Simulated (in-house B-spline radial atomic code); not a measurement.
Multiplet parameters of the 4p4 shell in Nb7+ ([Ar] 3d10 4s2 4p4). Computed with a B-spline radial code for spherical atoms: non-relativistic Hartree-Fock, average of configuration, point nucleus.

Slater integrals: F^2 = 89094 cm⁻¹. Central-field spin-orbit parameter ζ(4p) = 12570 cm⁻¹ (bare central field on non-relativistic orbitals, without two-electron terms: too large for light atoms, too small for heavy ones).

With F₂ = F^2/25 = 3564 cm⁻¹:

Where do the terms lie in LS coupling, without spin-orbit interaction?

In cm⁻¹ above the Hund's-rule term:
| term | expression | energy |
| --- | --- | --- |
| 3P | 0 F₂ | 0 |
| 1D | 6 F₂ | 21383 |
| 1S | 15 F₂ | 53456 |

Is LS coupling a fair picture here?

Fits to spectra need these integrals scaled down, since correlation screens the repulsion. Here ζ is 3.53 times F₂, so the coupling is intermediate: spin-orbit interaction mixes the terms, and LS labels name only the largest part.
